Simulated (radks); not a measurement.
Results of a calculation; reference values are marked as such.
Initial-state core-level shifts of the selenium ion Se+ when its valence configuration changes from [Ar] 3d10 4s2 4p3. Level of theory: Dirac Kohn-Sham, PBEsol, spin-unpolarised, spherical densities, point nucleus; open shells fill j = l - 1/2 first (a radial shooting solver on a logarithmic mesh with Libxc functionals). Shifts are changes of the shell-averaged eigenvalues in eV (positive: less bound).

| valence | 1s | 2s | 2p | 3s |
|---|---|---|---|---|
| 3d10 4p5 | -3.397 | -3.288 | -3.275 | -3.341 |
| 3d9 4s2 4p4 | -14.525 | -16.079 | -15.956 | -12.626 |
| 3d8 4s2 4p5 | -29.884 | -33.158 | -32.910 | -25.542 |
| 3d7 4s2 4p6 | -46.062 | -51.201 | -50.832 | -38.710 |
| 3d8 4s1 4p6 | -31.383 | -34.631 | -34.371 | -27.016 |
| 3d10 4s1 4p4 | -1.732 | -1.676 | -1.670 | -1.701 |
| 3d10 4s1.5 4p3.5 | -0.875 | -0.847 | -0.844 | -0.859 |
| 3d9.5 4s1.5 4p4 | -7.999 | -8.730 | -8.665 | -7.100 |
| 3d8.5 4s2 4p4.5 | -22.101 | -24.496 | -24.310 | -19.051 |
